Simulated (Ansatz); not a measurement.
## What each rung costs, and what it gives

Saddle point of BNH$_{5}$Cl$_{2}$F, singlet (BHCl₂ ([Cl][BH][Cl]) + NH₃ + HF → BNH₂Cl₂ ([NH2][B]([Cl])[Cl]) + HF + H₂; bonds formed: H2–H7, H5–F8; dative contacts that become bonds: B1–N6; bonds broken: B1–H2, H5–N6, H7–F8), PBE0-D4/def2-TZVP structure:

```xyz
10
angstrom
B -0.6383 0.0604 -0.5466
H 0.2788 1.1235 -0.9096
Cl -0.6137 -0.8591 -2.0864
Cl -2.0797 1.0692 -0.1954
H 1.0289 -0.0766 0.8479
N -0.0950 -0.6998 0.6472
H 0.9090 1.0082 -0.3364
F 1.8402 0.6774 0.6837
H 0.0682 -1.6776 0.4375
H -0.6985 -0.6257 1.4579
```

Barriers are electronic and count from the start structure reached by relaxing down the imaginary mode.

Computed with Ansatz 0.2.0 (basis: as named in each row); correlated methods freeze the cores. B3LYP uses VWN-RPA correlation. Extrapolation: Hartree–Fock as exp(−7.88 √X), correlation as X^−2.97.

Times are rough, for one single point on 8 threads of a shared host (Arm Neoverse V1).

The estimate by CCSD(T) at an estimated basis limit (MP2 extrapolated from triple and quadruple zeta, plus CCSD(T) − MP2 in triple zeta) is 39.33 kcal/mol.

| method | basis | time (s) | barrier (kcal/mol) | method less estimate |
| --- | --- | --- | --- | --- |
| HF | STO-3G | under 1 | 74.00 | 34.67 |
| PBE-D4 | STO-3G | under 1 | 22.52 | -16.82 |
| SPW92 | def2-SVP | under 1 | 20.58 | -18.76 |
| B3LYP-D4 | 6-31G | under 1 | 37.62 | -1.72 |
| PBE-D4 | def2-SVP | under 1 | 26.14 | -13.19 |
| PBE0-D4 | def2-SVP | under 1 | 32.17 | -7.16 |
| SPW92 | def2-TZVPP | under 1 | 24.09 | -15.24 |
| PBE-D4 | def2-TZVPP | 2 | 29.20 | -10.14 |
| BLYP-D4 | def2-TZVPP | 2 | 31.41 | -7.92 |
| B3LYP-D4 | def2-TZVPP | 2 | 35.30 | -4.03 |
| BHLYP-D4 | def2-TZVPP | 2 | 41.17 | 1.84 |
| PBE0-D4 | def2-TZVPP | 2 | 34.35 | -4.98 |
| CAM-B3LYP-D4 | def2-TZVPP | 2 | 36.31 | -3.03 |
| wB97M-V | def2-SVP | 3 | 34.65 | -4.68 |
| r2SCAN-D4 | def2-TZVPP | 3 | 31.92 | -7.42 |
| CCSD(T) | def2-SVP | 3 | 38.95 | -0.38 |
| r2SCAN0-D4 | def2-TZVPP | 3 | 35.89 | -3.44 |
| PBE-QIDH | def2-TZVPP | 4 | 37.93 | -1.40 |
| RPA on PBE | def2-TZVPP | 4 | 38.55 | -0.78 |
| B2PLYP | def2-TZVPP | 4 | 37.10 | -2.23 |
| wB97X-V | def2-TZVPP | 5 | 37.45 | -1.89 |
| wB97M-V | def2-TZVPP | 6 | 37.46 | -1.88 |
| B97M-V | def2-TZVPP | 6 | 36.61 | -2.72 |
| MP2 | def2-QZVPP | 13 | 38.09 | -1.24 |
| CCSD(T) | def2-TZVPP | 110 | 39.20 | -0.13 |

All methods are single points on the PBE0-D4 structures.

The T1 diagnostic stays at or below 0.011.

Labels in which every atom is bracketed show which atoms are joined, not bond orders.
